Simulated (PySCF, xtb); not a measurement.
MoOCl3, SMILES [Cl][Mo+]([Cl])([Cl])=[O], charge +1, multiplicity 1.

Harmonic wavenumbers (cm⁻¹) from GFN2-xTB run with xtb 6.7.1 at its own minimum, in rising order: 126, 126, 143, 188, 188, 368, 403, 403, 963.

### Question
What does PBE-D3(BJ)/def2-SVP (PySCF 2.14.0) give at its own minimum? (An estimate is asked for; the answer gives what the named calculation found.)

### Answer
121, 121, 142, 243, 243, 422, 483, 483, 1056. Paired by order, the mean absolute difference is 47 cm⁻¹ and the zero-point energies are 4.2 and 4.7 kcal/mol.
